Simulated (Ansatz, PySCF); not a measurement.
CHAlFNO, SMILES C(=O)=[N][AlH][F].

The structure is a stationary point at B3LYP-D3(BJ)/def2-SVP. The values are those of a single conformer.

Vertical ionisation energy (IE) and electron affinity (EA) in eV. Rows of orbital energies are one-electron estimates. Where ΔSCF, EOM or ADC give a negative EA the extra electron is unbound and the value depends on the basis.

```tsv
level	IE	EA
−ε(HOMO), −ε(LUMO), ωB97X/def2-TZVP (PySCF)	11.32	-0.58
ΔSCF, CAM-B3LYP/def2-SVPD (Ansatz), final states of multiplicity 2 and 2	11.57	-0.26
```

Q: What vertical singlet–triplet gap does ΔSCF give with CAM-B3LYP/def2-SVPD (Ansatz, a program for electronic structure)? (An estimate is asked for; the answer gives what the named calculation found.)

A: 6.17 eV (triplet above singlet where positive).
